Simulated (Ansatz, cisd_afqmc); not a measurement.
Species: In, charge -1, triplet.

Total energies in def2-SVPD, 4 correlated electrons, 9 frozen orbitals. UHF or UKS for unpaired electrons; spin-orbit terms are left out. Cores are frozen in correlated methods (noble-gas shells, and filled d and f shells in the p block). Past Kr the def2 sets carry scalar-relativistic core potentials. The Monte Carlo rows (phaseless AFQMC, CISD trial, step 0.005/hartree) carry one-sigma bars that omit the constraint's bias. Outlying blocks are dropped, and bars are widened where a walk drifts. Over all cases where full CI ran beside it in this data, AFQMC minus full CI had a median of +0.1 mEh and passed +0.4 mEh in a tenth of the cases. Spin-orbit terms, left out, reach several kcal/mol for Br and I, and more for heavier atoms.

```csv
method,program,energy (Eh),minus CCSDTQ (mEh)
HF,Ansatz,-189.20041,48.96
MP2,Ansatz,-189.23393,15.44
CCSD,Ansatz,-189.24785,1.52
CCSD(T),Ansatz,-189.24889,0.48
CCSDT(Q),Ansatz,-189.24935,0.02
CCSDTQ,Ansatz,-189.24937,0.00
AFQMC/CISD,cisd_afqmc,-189.2491 ± 0.0001,0.3 ± 0.1
```

Ansatz is an electronic-structure program.
